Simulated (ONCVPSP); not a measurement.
**Pb: one change to an ONCV potential, before and after**

| Item | Value |
| --- | --- |
| Element | lead |
| Generator | ONCVPSP 4.0.1 |
| Type | optimised norm-conserving Vanderbilt (ONCV) |
| Functional | PBE |
| Relativity | scalar-relativistic |
| Frozen core | [Xe] 4f14 5d10 |
| Valence charge | 4 |
| Reference configuration | 6s2 6p2 |
| Partial waves | 6s: rc 1.80 bohr, ncon 4, nbas 7, qcut 3 1/bohr, 3 projectors, debl 2.1 Ha; 6p: rc 2.40 bohr, ncon 4, nbas 7, qcut 3.6 1/bohr, 3 projectors, debl 2.5 Ha |
| Local potential | polynomial inside 1.35 bohr (lpopt 5, dvloc0 1 Ha) |
| Core correction | Teter function, fcfact 5.25, rcfact 1.65 |

All-electron outer shells of the reference configuration (PBE, scalar-relativistic, ld1.x):

```csv
shell,level (eV),outermost node (bohr),outermost maximum (bohr)
5p,-85.83,0.49,0.88
5d,-21.18,0.52,1.07
6s,-12.04,1.01,1.95
6p,-3.50,1.18,2.67
```

Change: s: qcut 2.6; p: qcut 3.1.

Cutoffs: the cutoffs (Ha) at which the residual kinetic energy of the hardest occupied pseudo-wave falls to 1 and 0.1 mHa per electron; they do not see the model core or the augmentation charge, which bear on the density cutoff. Errors are all-electron minus pseudo energies relative to the spin-unpolarised reference configuration.

**Question.** Predict the effect on cutoff, ghosts and configuration errors.

**Answer.** The potential gets harder (11 Ha and 23 Ha → 18 Ha and 27 Ha); both files keep a bound ghost (s); the number of tests with a reliable result goes from 4 to 3; the errors of the 3 common tests hardly move.

```csv
quantity,base,changed
"cutoff, loose",11 Ha,18 Ha
"cutoff, tight",23 Ha,27 Ha
loose cutoff by channel,"s 11 Ha, p 5.0 Ha","s 18 Ha, p 5.0 Ha"
bound ghosts,s,s
GHOST(+) flags under 300 eV,"s at 27.8 eV, p at 109.4 eV","s at 31.9 eV, p at 116.8 eV"
tests with a reliable result,4 of 4,3 of 4
"error for 6s2 6p1, meV [ΔE 6.58 eV]",-109,-109
"error for 6s1 6p0, meV [ΔE 52.43 eV]",-1358,-1363
"error for 6s1 6p3, meV [ΔE 8.74 eV]",-46,-45
s: phases at 1.83 bohr within 0.05 rad from the reference energy up to (Ha; the scan ends near 5),to the end of the scan,to the end of the scan
p: phases at 2.43 bohr within 0.05 rad from the reference energy up to (Ha; the scan ends near 5),3.7,4.2
"rms error of d²Exc/dni dnj with the model core, mHa",4.92,4.95
```

Base: The cutoffs count occupied waves only; projector 3 of the s channel, the hardest unoccupied one, needs 62 Ha at the loose tolerance. Changed file: The cutoffs count occupied waves only; projector 3 of the s channel, the hardest unoccupied one, needs 63 Ha at the loose tolerance. A true bound ghost makes a file unfit for plane-wave use even where its test errors are small: the radial tests pick states by their node count and pass the ghost by.
